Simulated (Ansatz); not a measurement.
Species: CdCl2, net charge 0, triplet state. The spin state was set by rule; other spins were not relaxed. 
Geometry from a B3LYP-D3(BJ)/def2-TZVP (Ansatz, a program for electronic structure) optimisation:
```
Cd
Cl 1 2.6037
Cl 1 2.6037 2 63.28
```
Charge 0, spin multiplicity 3.

Property: atomisation energy (electronic, to ground-state atoms), in kJ/mol. Cores are frozen in the correlated levels unless marked. UHF or UKS for open shells. Spin-orbit coupling is left out. The frozen core is the preceding noble-gas configuration, with the filled d and f shells of earlier blocks. Past Kr the def2 sets carry scalar-relativistic core potentials. The coupled-cluster limit lacks core correlation, which all-electron functionals hold. CBS(X,Y): correlation extrapolated as X^-3; Hartree-Fock from the larger set. [CCSD(T)-MP2]/basis is that difference in the basis named.

| level | program | atomisation energy (kJ/mol) |
|---|---|---|
| revPBE/def2-TZVPD | Ansatz | (withheld) |
| r2SCAN-D4/def2-TZVPD | Ansatz + dftd4 | 296.2 |
| PBE0-D3(BJ)/def2-TZVP | Ansatz + dftd3 | (withheld) |
| BHLYP-D3(BJ)/def2-TZVPD | Ansatz + dftd3 | (withheld) |
| r2SCAN0-D4/def2-TZVPD | Ansatz + dftd4 | 274.0 |
| HSE06-D4/def2-TZVPD | Ansatz + dftd4 | (withheld) |
| CAM-B3LYP/def2-TZVPD | Ansatz | 234.1 |
| LC-wPBE-D3(BJ)/def2-TZVPD | Ansatz + dftd3 | 264.6 |
| LC-wPBE-D4/def2-TZVPD | Ansatz + dftd4 | 265.4 |
| B2GP-PLYP-D4/def2-TZVPD | Ansatz + dftd4 | 242.6 |
| B2GP-PLYP/def2-TZVPD | Ansatz | 238.9 |
| RPA@PBE/def2-TZVPP | Ansatz | 181.4 |
| RI-MP2/CBS(def2-TZVPPD,def2-QZVPPD)+[CCSD(T)-MP2]/def2-TZVPPD | Ansatz | 239.1 |

Fill in the missing entries.


- revPBE/def2-TZVPD, atomisation energy (kJ/mol): 249.2
- PBE0-D3(BJ)/def2-TZVP, atomisation energy (kJ/mol): 271.2
- BHLYP-D3(BJ)/def2-TZVPD, atomisation energy (kJ/mol): 231.7
- HSE06-D4/def2-TZVPD, atomisation energy (kJ/mol): 272.4
